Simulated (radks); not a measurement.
Values are calculated unless marked as measured or tabulated.
Q: The fluorine ion F2+, 7 electrons, occupied as [He] 2s1 2p4 (not the ground configuration). Code: a radial shooting solver on a logarithmic mesh with Libxc functionals. Model: Dirac Kohn-Sham, PBE, spin-unpolarised, spherical densities, point nucleus; open shells fill j = l - 1/2 first. Some entries of the table are withheld. Estimate them.

orbital  occ.  eigenvalue (eV)  <1/r> (bohr^-1)
1s1/2       2              (1)              (2)
2s1/2       1         -67.7707              (3)
2p1/2       2              (4)              (5)
2p3/2       2              (6)              (7)

A: 
(1) 1s1/2 eigenvalue (eV): -709.4936
(2) 1s1/2 <1/r> (bohr^-1): 8.638
(3) 2s1/2 <1/r> (bohr^-1): 1.581
(4) 2p1/2 eigenvalue (eV): -48.7630
(5) 2p1/2 <1/r> (bohr^-1): 1.468
(6) 2p3/2 eigenvalue (eV): -48.6772
(7) 2p3/2 <1/r> (bohr^-1): 1.465
